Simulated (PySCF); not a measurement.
Compound: C3H12N2Si.
Geometry (PBE0-D3(BJ)/def2-SVP, Å), atoms numbered from 1 in this order:
```xyz
18
C3H12N2Si angstrom
C      2.8050   -0.4122   -0.2166
C      1.3848    0.0275   -0.5417
C      0.3156   -0.6923    0.2798
Si    -1.4656   -0.2772   -0.1755
N     -1.6577    1.4157    0.1267
N     -2.7106   -1.0832    0.7105
H      2.9378   -1.4899   -0.4047
H      3.5500    0.1271   -0.8226
H      3.0429   -0.2331    0.8444
H      1.3033    1.1183   -0.3852
H      1.1914   -0.1308   -1.6180
H      0.4315   -1.7856    0.1620
H      0.4606   -0.4883    1.3565
H     -1.6835   -0.7432   -1.5900
H     -0.8882    2.0523   -0.0441
H     -2.5467    1.8597   -0.0748
H     -2.7870   -0.9802    1.7157
H     -3.0602   -1.9804    0.3975
```

Jobs on this species (18 atoms, 58 electrons) with PySCF (density fitting). Hardware of each: an Arm Neoverse V1 with one thread, no GPU, shared host. Times come from a shared host and carry two figures at best.

```tsv
level and settings	work	basis functions	SCF cycles	wall time
delta-SCF UKS SCAN, pcX-2 on the ionised atom, pcseg-1 elsewhere, spin-free X2C	ΔSCF core ionisation, 6 holes	190	?	?
KT3/pcSseg-1	shieldings	169	14	31 s
PBE0-D3(BJ)/def2-SVP, grid level 1	geometry optimisation from a GFN2-xTB start	148	49	74 s
PBE0/def2-SVPD	10 singlets by full TDDFT, 4 Tamm–Dancoff triplets, polarisability, ΔSCF ions	220	12	2.9 min
PBE0/pcSseg-1	shieldings, charges and field gradients	169	12	22 s
```

Question: Fill in the missing figures.

Answer: 
- delta-SCF UKS SCAN, pcX-2 on the ionised atom, pcseg-1 elsewhere, spin-free X2C; ΔSCF core ionisation, 6 holes: 84 s, 90 SCF cycles

Question: What do all jobs in the table cost together?

Answer: About 6.4 min; the longest takes about 45 % of that, and about 7.9 times as long as the shortest.
